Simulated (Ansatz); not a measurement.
`C[O][Mg][O][SiH3]` + H–F → `C[O][Mg][F]` + silanol  (ligand exchange at a Mg–O bond)

Isolated molecules relaxed with PBE0-D4/def2-TZVP in Ansatz; ΔE leaves out vibrations. CCSD(T)/CBS is the MP2 limit (def2-TZVPP, def2-QZVPP) plus CCSD(T) − MP2 in def2-TZVPP, frozen cores. This one scheme is used for every species. DFT in def2-TZVPP. For Mg outer-core shells are correlated without core-valence functions, which leaves a few kJ/mol of doubt a bond. One conformer a species, not always the lowest.

| species | BLYP-D4 energy (Eh) |
| --- | --- |
| `C[O][Mg][O][SiH3]` | -681.91045 |
| H–F | -100.48156 |
| `C[O][Mg][F]` | -415.22174 |
| `O[SiH3]` | -367.18220 |

Work out ΔE.

ΔE = (-415.22174) + (-367.18220) − (-681.91045) − (-100.48156) = -0.01193 Eh = -7.5 kcal/mol. CCSD(T)/CBS gives -3.8 kcal/mol.

Largest T1 diagnostic among the species: 0.012.

Leaving LDA and LC-ωPBE aside and taking each functional with its dispersion term where it has one, the values, not all of them listed here, spread over 2.3 kcal/mol, from BLYP-D4 to PBE-QIDH. LDA lies +1.4 kcal/mol from PBE without D4. The D4 term adds +0.9 kcal/mol with B3LYP and +0.5 kcal/mol with PBE0; it sums over pairs of atoms, weighted by their polarisabilities, and B3LYP, whose exchange is more repulsive, gets the larger term. At CCSD(T), def2-SVP lies −2.5 kcal/mol from the extrapolated value and def2-TZVPP −0.5 kcal/mol.

B3LYP here is the variant with VWN-RPA as its local correlation; programs differ in this.
